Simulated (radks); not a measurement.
The mean radii <r> (bohr) of the occupied orbitals of an atom or ion are listed with their occupations. Method: Dirac Kohn-Sham, PBE, spin-unpolarised, spherical densities, finite nucleus; Fermi nuclear charge, rms radius of each element as measured or else 0.836 A^(1/3) + 0.57 fm; computed with a radial shooting solver on a logarithmic mesh with Libxc functionals.

| orbital | occ. | <r> |
|---|---|---|
| 1s1/2 | 2 | 0.3291 |
| 2s1/2 | 2 | 1.785 |
| 3d3/2 | 1 | 9.851 |

Name the element and its charge. Open shells, if any, fill j = l - 1/2 first.

Answer. Z = 5, boron, charge 0: B in [He] 2s2 3d1. The 1s radius gives Z: for a bare nucleus <r> = (2 gamma + 1)/(2Z) with gamma = sqrt(1 - (Z/c)^2), 0.2999 bohr for Z = 5, and screening makes it slightly larger (0.3291 here). The occupations add up to 5, and the charge is Z minus that.
